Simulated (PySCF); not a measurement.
Structure problem from calculated spectra and properties.

Formula: C4H15NSi2.

* Valence photoelectron: vertical ionisation energy: 8.86 eV [ΔSCF B3LYP/def2-SVPD]
* UV, strongest line: among the 10 lowest singlet transitions: S6 at 6.94 eV (179 nm, f = 0.085) [TDDFT B3LYP/def2-SVPD]
* 13C NMR: chemical shifts (computed TMS as zero) by class: 31.7 (3 C), 22.3 (1 C) ppm [GIAO PBE/pcSseg-1]
* XPS: Si2p3/2 105.8, Si2p3/2 106.4, C1s 290.0, C1s 290.3 (×3), N1s 404.5, Si1s 1845.5, Si1s 1846.2 eV [ΔSCF SCAN, pcX-2 on the ionised atom, pcseg-1 elsewhere, spin-free X2C, 2p3/2 from a spin–orbit splitting computed afterwards within the 2p shell]
* Rotational structure: rotational constants A, B, C: 3.248, 0.847, 0.807 GHz [PBE0-D3(BJ)/def2-SVP]
* Dipole: 0.89 D [B3LYP/def2-SVPD]

Electronic properties: PySCF, gas phase, density fitting. Levels stand in brackets. Geometry: PBE0-D3(BJ)/def2-SVP, one conformer, isolated molecule. NMR classes are plain means over equivalent atoms (diastereotopic ones count apart unless rotation or inversion swaps them), as if these changed places fast.

Task: Propose a structure and show how it fits.

Result: Numbering: `[CH3:1][C:2]([CH3:3])([CH3:4])[SiH2:5][SiH2:6][NH2:7]`. Its formula, C4H15NSi2, gives 0 degrees of unsaturation, so no ring and no π bond. 4 carbons fall into 2 classes; from least to most shielded: methyl carbon [C1/C3/C4] (31.7 ppm, 3 C, up to 3.0 ppm apart in this geometry), sp3 carbon bound to silicon [C2] (22.3 ppm). The core levels belong to: Si2p3/2 105.8 eV, SiH2 silicon [Si5]; Si2p3/2 106.4 eV, SiH2 silicon [Si6]; C1s 290.0 eV, sp3 carbon bound to silicon [C2]; C1s 290.3 eV, methyl carbon [C1/C3/C4]; N1s 404.5 eV, silicon-bound nitrogen [N7]; Si1s 1845.5 eV, SiH2 silicon [Si5]; Si1s 1846.2 eV, SiH2 silicon [Si6]. One atom of each topological class was ionised and stands for its class. The first electron is taken from the HOMO, whose largest Löwdin shares are 0.41 on the silicon-bound nitrogen, 0.17 on an SiH2 silicon, 0.11 on an SiH2 silicon and 0.10 on an Si–H hydrogen. The optimised geometry has point group C1 and is an asymmetric top. Structure: `CC([SiH2][SiH2]N)(C)C`. The assignments are read from this structure; whether some other isomer fits the data as well wasn't checked.

Conformer computed: `[CH3:1][C:2]([CH3:3])([CH3:4])[SiH2:5][SiH2:6][NH2:7]`: C1–C2–Si5–Si6 -64°, C2–Si5–Si6–N7 166°, H–N7–Si6–Si5 172°, H–N7–Si6–Si5 -50°.
